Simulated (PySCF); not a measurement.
PySCF 2.14 output of an unrestricted LC-wPBE calculation on a single atom or ion in aug-cc-pwCVTZ-X2C (11s10p8d4f, 109 functions), with the spin-free X2C one-electron Hamiltonian (Gaussian nucleus):

```
SCF conv_tol = 1e-09
number electrons alpha = 28  beta = 27
    O. A. Vydrov and G. E. Scuseria.,  J. Chem. Phys. 125, 234109 (2006)
cycle= 1 E= -7785.60930363197  delta_E= -0.00581  |g|= 0.0122  |ddm|= 0.332
cycle= 2 E= -7785.60937257643  delta_E= -6.89e-05  |g|= 0.0029  |ddm|= 0.0878
cycle= 3 E= -7785.6093925902  delta_E= -2e-05  |g|= 0.00151  |ddm|= 0.0445
cycle= 4 E= -7785.609399687  delta_E= -7.1e-06  |g|= 0.000676  |ddm|= 0.0215
cycle= 5 E= -7785.60940745012  delta_E= -7.76e-06  |g|= 0.000156  |ddm|= 0.0457
cycle= 6 E= -7785.60940783632  delta_E= -3.86e-07  |g|= 1.54e-05  |ddm|= 0.0105
cycle= 7 E= -7785.60940783787  delta_E= -1.55e-09  |g|= 3.07e-06  |ddm|= 0.00106
cycle= 8 E= -7785.60940783798  delta_E= -1.05e-10  |g|= 4.02e-07  |ddm|= 0.000297
converged SCF energy = -7785.60940783798  <S^2> = 0.75001967  2S+1 = 2.0000197
```

The run itself started from symmetry-adapted Hartree-Fock orbitals and held the occupation by maximum overlap, on a logarithmic radial grid, so the iterations belong to that start.

Which element, charge and spin multiplicity is this?

Cs (caesium, neutral), multiplicity 2; the state was [Xe] 6p1, 2P determinant (an excited configuration).

Spin-orbit coupling, absent here, splits the open shell strongly.
